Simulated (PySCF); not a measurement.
Vertical excitations of a molecule C₅H₆O from TDA-M06-2X/def2-SVPD (PySCF), as energy in eV (oscillator strength): 5.37 (0.509), 5.70 (0.001), 6.20 (0.019), 6.54 (0.000), 6.94 (0.001), 6.95 (0.011), 7.29 (0.010), 7.43 (0.009), 7.43 (0.004), 7.60 (0.005). Lowest triplet (TDA): 3.14 eV. Geometry: B3LYP-D3(BJ)/def2-SVP. The values are those of a single conformer.

Question: Which molecule gave these data?
(A) C#CC(=C)OC
(B) C=C1C=CCO1
(C) C=C=C1COC1
(D) C=C1C=COC1

Answer: D, C=C1C=COC1
